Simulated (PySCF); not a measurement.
# Correlation energy of S²⁺ (sulfur, charge +2)

[Ne] 3s2 3p1 4s1, high-spin 3P determinant (an excited configuration). Calculation: PySCF 2.14, in aug-cc-pVQZ-DK (7s6p4d3f2g, 84 functions); the spin-free X2C one-electron Hamiltonian (Gaussian nucleus). Frozen: [Ne]; 4 electrons correlated.

```tsv
level	correlation energy (mhartree)
CCSD	-89.05
(T)	-3.79
CCSD(T)	-92.84
```

Diagnostics: T1 = 0.052, D1 = 0.1478, largest double amplitude 0.101.

The outer electron is Rydberg-like, and this basis confines it to a smaller radius and binds it less than a complete one would. T1 exceeds 0.03, a sign that the reference determinant is poor.

Cost of the coupled-cluster step: of the order of 14 core-seconds, for 4 correlated electrons.
